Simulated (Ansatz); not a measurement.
Cost and result for the atomization energy of CH8O3Si2 (`C[SiH](O)O[SiH2]O`) (14 atoms, 13 bonds).

```xyz
14

C     0.1025   -1.6908    1.7919
Si   -0.4778   -0.8111    0.2772
O    -1.5629    0.3304    0.7408
O     0.7934   -0.0935   -0.4905
Si    1.0170    1.3616   -1.1850
O    -0.4283    1.9819   -1.6941
H     0.8459   -2.4493    1.5357
H     0.5545   -0.9872    2.4949
H    -0.7334   -2.1859    2.2919
H    -1.0877   -1.7453   -0.7068
H    -1.8049    0.9805    0.0755
H     1.5450    2.3238   -0.1950
H     1.9306    1.1902   -2.3410
H    -0.6938    1.7946   -2.5955
```

Charge 0, multiplicity 1. All single points use the PBE0-D4/def2-TZVP geometry. It is one conformer, not always the lowest. Program: Ansatz. All runs use 2 threads of an AMD EPYC 7R13 on a shared host and a share of an NVIDIA H100 80 GB. Times are those of one run each, without the atoms' runs, and a repeat can differ threefold. Electronic energies, without spin–orbit coupling; frozen cores. CCSD(T)/CBS adds CCSD(T) − MP2 in def2-TZVPP to the MP2 limit, and its time is that of the two runs behind it. T1 = 0.011. B3LYP takes the VWN-RPA correlation (the form of Gaussian; ORCA's B3LYP/G).

CCSD(T)/CBS is a level of theory with its own doubt, some kJ/mol a heavy atom from the limit and from the frozen cores, so smaller differences don't rank the functionals.

```csv
level,functions,wall time,atomization (kJ/mol),difference from CCSD(T)/CBS,per bond
PBE0-D4/def2-TZVPP,320,3.8 s,5340.6,-94.3,-7.3
r2SCAN-D4/def2-TZVPP (with forces),320,3.9 s,5408.7,-26.2,-2.0
B3LYP-D4/def2-TZVPP (with forces),320,5.5 s,5385.0,-49.9,-3.8
PBE-D4/def2-TZVPP (with forces),320,5.5 s,5421.9,-13.0,-1.0
ωB97X-V/def2-TZVPP,320,6.5 s,5420.9,-14.0,-1.1
B2PLYP/def2-TZVPP,320,7 s,5345.3,-89.6,-6.9
ωB97M-V/def2-TZVPP (with forces),320,8 s,5422.9,-12.0,-0.9
MP2/def2-QZVPP,608,11 s,5473.8,38.9,3.0
CCSD(T)/def2-TZVPP,320,12 s,5280.4,-154.5,-11.9
CCSD(T)/CBS(def2),–,23 s,5434.9,0.0,0.0
```

The D4 term adds +50.8 kJ/mol with B3LYP and +26.9 kJ/mol with PBE0; it sums over pairs of atoms, weighted by their polarisabilities, and B3LYP, whose exchange is more repulsive, gets the larger term. In def2-TZVPP, CCSD(T) changes the Hartree–Fock value by +1297.4 kJ/mol (the triples alone add +67.9 kJ/mol) and MP2 by +1397.5 kJ/mol; breaking electron pairs costs correlation energy, which Hartree–Fock lacks. From PBE to PBE0 (25 % exact exchange), in def2-TZVPP and without D4, the atomization energy moves by −76.7 kJ/mol: exact exchange takes away binding that semilocal exchange gives to molecules.
